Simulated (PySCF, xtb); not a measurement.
CH3ClFNSi2, SMILES N1[Si@](F)(Cl)[SiH2]C=1.

GFN2-xTB (xtb) at its own geometry gives an orbital gap of 2.03 eV and a dipole moment of 4.17 D.

Geometry: PBE-D3(BJ)/def2-SVP. The structure was generated by enumeration; whether it is a known compound was not checked.

### Question
What does PBE/def2-TZVP run with PySCF give? (Estimate from the structure and the level; the computed values follow.)

### Answer
gap 3.23 eV (levels -6.10 and -2.87 eV), dipole 2.96 D.
